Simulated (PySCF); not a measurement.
This PySCF input asks for the NMR shieldings of SMILES CC[Si@@H]1C[Si@H](C)[C@@H]1F, C$_{5}$H$_{13}$FSi$_{2}$; the geometry comes from GFN2-xTB.

```python
import basis_set_exchange as bse
import numpy as np
from pyscf import gto, dft
from pyscf.prop import nmr

atoms = """
C     1.750107    0.457077    1.347097
C     2.273195    0.000861   -0.011084
Si    0.901978   -0.339550   -1.283105
C    -0.485517    0.985828   -1.400688
Si   -1.804021   -0.142599   -0.573188
C    -2.275195    0.331527    1.198263
C    -0.475902   -1.555268   -0.656355
F    -0.215410   -2.217106    0.545640
H     2.572057    0.606400    2.046084
H     1.082002   -0.290604    1.765997
H     1.207961    1.396088    1.256620
H     2.861751   -0.907450    0.124500
H     2.955367    0.754268   -0.407918
H     1.486855   -0.741036   -2.570078
H    -0.731588    1.249652   -2.425336
H    -0.285197    1.922369   -0.887202
H    -2.988971   -0.417585   -1.397283
H    -1.406016    0.638047    1.772182
H    -2.989747    1.148606    1.208747
H    -2.727110   -0.511340    1.711977
H    -0.715520   -2.351244   -1.365341
"""
names = dict.fromkeys(["C", "Si", "F", "H"], "pcSseg-1")
basis = {el: gto.basis.parse(bse.get_basis(n, elements=[el], fmt="nwchem")) for el, n in names.items()}
mol = gto.M(atom=atoms, basis=basis, charge=0, verbose=0)
mf = dft.RKS(mol, xc="PBE0")
mf.grids.level = 2
mf.grids.alignment = dft.numint.BLKSIZE   # the property module wants whole blocks of grid points
mf.conv_tol = 1e-9
mf.kernel()

calc = nmr.RKS(mf)   # GIAO
C = mf.mo_coeff
Co = C[:, mf.mo_occ > 0]
resp = mf.gen_response(singlet=True, hermi=2)
def vind(x):   # induced exchange potential for any number of trial vectors
    d = np.einsum("pi,xij,qj->xpq", C, 2 * x.reshape(-1, C.shape[1], Co.shape[1]), Co, optimize=True)
    return np.einsum("xpq,pi,qj->xij", resp(d - d.transpose(0, 2, 1)), C, Co, optimize=True).ravel()
mo1, _ = nmr.rhf.solve_mo1(calc, with_cphf=vind)
sigma = calc.kernel(mo1)
for i, s in enumerate(sigma):   # ppm
    print("%2d %-2s %9.2f" % (i, mol.atom_pure_symbol(i), np.trace(s) / 3))
```

Q: What does it print?

A: 
```
 0 C     176.34
 1 C     178.22
 2 Si    352.57
 3 C     192.63
 4 Si    354.89
 5 C     192.76
 6 C      94.23
 7 F     468.50
 8 H      30.23
 9 H      30.25
10 H      30.54
11 H      30.50
12 H      30.80
13 H      26.62
14 H      31.38
15 H      31.35
16 H      26.60
17 H      31.00
18 H      31.37
19 H      31.22
20 H      25.76
```

These numbers come from an equivalent density-fitted implementation of the same equations, which agrees with the script to about 0.01 ppm for H and up to a few tenths of a ppm for heavy atoms, so last digits may differ.

Q: Turn these shieldings into chemical shifts. Chemical shifts δ = σref − σ; ¹³C (σref 186.93), ²⁹Si (σref 349.16), ¹H (σref 31.72) against TMS; ¹⁹F (σref 170.95) against CFCl3, all at this level.

A: Averaging equivalent atoms: C 6: 92.7; C 0: 10.6; C 1: 8.7; C 3: -5.7; C 5: -5.8; Si 2: -3.4; Si 4: -5.7; F 7: -297.6; H 20: 5.96; H 16: 5.12; H 13: 5.09; H 8/9/10: 1.38; H 11: 1.21; H 12: 0.91; H 17/18/19: 0.52; H 15: 0.36; H 14: 0.34 ppm. Unscaled 19F shifts against computed CFCl3 carry errors that often reach 10 to 50 ppm.

Size and cost of the density-fitted run: 215 basis functions, 81 s wall time on 1 thread of an Arm Neoverse N1, shared host; peak memory 1 GiB.
